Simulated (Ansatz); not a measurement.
The cluster Ca4Se4, relaxed as a singlet with RKS PBE0-D4/def2-SVP in Ansatz, starting from the GFN1-xTB geometry. Force threshold 0.02 eV/Å.

The structure comes from a short search, and lower isomers may exist.

Start:

```xyz
8

Ca    1.018    1.154   -1.442
Ca    1.400   -0.807    1.368
Ca   -1.385    1.221    1.035
Ca   -1.032   -1.571   -0.961
Se    1.234    1.886    1.156
Se   -1.677    0.969   -1.645
Se   -1.219   -1.387    1.733
Se    1.660   -1.466   -1.244
```

| step | energy (eV) | largest force component (eV/Å) | SCF passes |
| --- | --- | --- | --- |
| 1 | -335076.4466 | 1.163 | 15 |
| 2 | -335076.6211 | 0.711 | 24 |
| 3 | -335076.7598 | 0.032 | 20 |
| 4 | -335076.7603 | 0.001 | 20 |

Force components are those of the run's own axes.

End:

```csv
atom,x (Å),y (Å),z (Å)
Ca1,1.069,1.216,-1.515
Ca2,1.463,-0.844,1.436
Ca3,-1.449,1.279,1.087
Ca4,-1.083,-1.651,-1.008
Se5,1.263,1.925,1.175
Se6,-1.706,0.984,-1.674
Se7,-1.246,-1.418,1.766
Se8,1.689,-1.491,-1.267
```

By distances, no bond broke or formed. The bond that changes most is Ca1–Se8, from 2.70 to 2.79 Å (atoms count from 1).

No frequencies were taken in this run, so the end may be a saddle point.

It took 26 s on 4 threads of AMD EPYC 9R45 on a shared host, peak host memory 1.2 GiB.
